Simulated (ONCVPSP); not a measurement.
## Cutoff test, Sb, ONCV

```json
{"Element": "antimony (Sb)", "Generator": "ONCVPSP 4.0.1", "Type": "optimised norm-conserving Vanderbilt (ONCV)", "Functional": "PBE", "Relativity": "scalar-relativistic", "Frozen core": "[Ar] 3d10", "Valence charge": "23", "Reference configuration": "4s2 4p6 4d10 5s2 5p1 (charge +2)", "Partial waves": "4s+5s: rc 1.30 bohr, ncon 5, nbas 8, qcut 11.9 1/bohr, 2 projectors; 4p+5p: rc 1.10 bohr, ncon 5, nbas 9, qcut 12.7 1/bohr, 2 projectors; 4d: rc 1.15 bohr, ncon 4, nbas 9, qcut 15.7 1/bohr, 2 projectors, debl 3.6 Ha", "Local potential": "polynomial inside 0.95 bohr (lpopt 3, dvloc0 1 Ha)", "Core correction": "polynomial model core, fcfact 0.3"}
```

For each optimised wave give the share of its norm inside rc, the residual kinetic energy above qcut (Ha) and the cutoffs (Ha) for errors of 10, 1, 0.1 and 0.01 mHa per electron.

| wave | norm inside rc | residual KE | 10 mHa | 1 mHa | 0.1 mHa | 0.01 mHa |
| --- | --- | --- | --- | --- | --- | --- |
| 4s | 0.957 | 1.0e-06 | 41.8 | 51.3 | 59.0 | 64.8 |
| 5s | 0.097 | 5.7e-07 | 36.6 | 47.8 | 56.8 | 63.5 |
| 4p | 0.811 | 2.3e-05 | 50.7 | 63.9 | 74.2 | 133.6 |
| 5p | 0.045 | 4.3e-06 | 35.3 | 55.1 | 67.7 | 77.3 |
| 4d | 0.678 | 5.8e-09 | 40.9 | 53.6 | 66.3 | 78.9 |
| d projector 2 | 0.038 | 9.2e-10 | 32.6 | 46.3 | 59.6 | 73.5 |

The occupied waves need 64 Ha and 74 Ha for 1 and 0.1 mHa.
